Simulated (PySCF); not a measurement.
# Excitation energies in several basis sets

Species: C2H7GaS.
SMILES: `C[S][GaH][CH3]`

TDDFT with PBE0 (PySCF), vertical singlets, core orbitals frozen in the response, spherical d and f functions. One conformer (not necessarily the lowest) at the PBE0-D3(BJ)/def2-SVP geometry, without solvent, vibrations or thermal averaging. Relativistic effects, spin–orbit coupling among them, are left out although an element past zinc is present.

| basis | functions | diffuse | S1 (eV) | S2 (eV) | S3 (eV) | S4 (eV) | S5 (eV) | LUMO (eV) | α (au) |
| --- | --- | --- | --- | --- | --- | --- | --- | --- | --- |
| 6-31G* | 92 | no | 5.06 | 5.39 | 5.83 | 6.26 | 6.36 | -0.90 | 65.6 |
| def2-SVP | 113 | no | 5.15 | 5.42 | 5.88 | 6.43 | 6.44 | -0.86 | 65.9 |
| def2-SVPD | 161 | yes | 5.05 | 5.42 | 5.82 | 5.95 | 6.03 | -1.01 | 78.6 |
| aug-cc-pVDZ | 172 | yes | 5.00 | 5.37 | 5.74 | 5.78 | 5.82 | -1.04 | 79.6 |
| def2-TZVP | 189 | no | 5.04 | 5.36 | 5.81 | 6.04 | 6.29 | -0.96 | 74.8 |
| def2-TZVPD | 237 | yes | 5.01 | 5.35 | 5.75 | 5.80 | 5.89 | -1.01 | 80.0 |

**Question.** Compare the sets with the largest diffuse one.

**Answer.** States are compared by their number. Against the largest diffuse basis here (def2-TZVPD, itself not a converged limit), sets without diffuse functions differ by up to 0.14 eV in S1 and 0.55 eV in S5; the smaller diffuse sets differ by up to 0.05 and 0.15 eV. State by state, the largest deviation of a set without diffuse functions is S1 0.14, S2 0.08, S3 0.13, S4 0.63, S5 0.55 eV. The same number needn't mean the same state in each row. Against def2-TZVPD the polarisability deviates by -18% in 6-31G*, -18% in def2-SVP, -2% in def2-SVPD, 0% in aug-cc-pVDZ, -6% in def2-TZVP.
